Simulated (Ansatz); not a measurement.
The molecule BO+, multiplicity 3 (an upper state: multiplicity 1 came lower at CCSD(T)/def2-TZVPP on PBE0 minima).

Seven points along R, fitted to fifth degree in 1/R; most abundant isotopes. In def2 and cc sets the state is the lowest found near the PBE0 minimum, followed along R.

Frozen-core correlation.

The values were computed with Ansatz (Gaussian orbitals). Each number belongs to the level named beside it.

Energies at CCSD/def2-TZVPP:

| R (Å) | E (hartree) |
|---|---|
| 1.212471 | -99.35840658 |
| 1.245064 | -99.36489495 |
| 1.275050 | -99.36814028 |
| 1.308947 | -99.36922972 |
| 1.342844 | -99.36809630 |
| 1.381956 | -99.36461645 |
| 1.427586 | -99.35835659 |

Problem. With a reduced mass of 6.5209 u, find the minimum, the force constant and the constants.

Solution. A fifth-degree polynomial in 1/R puts the minimum at r_e = 1.3074 Å with force constant 850 N/m. Then ω_e = (1/2πc)√(k/μ) = 1487 cm⁻¹ and B_e = h/(8π²cμr_e²) = 1.512 cm⁻¹; the cubic and quartic terms give α_e = 0.017 and ω_e x_e = 13 cm⁻¹.

Ansatz is a first-principles code.
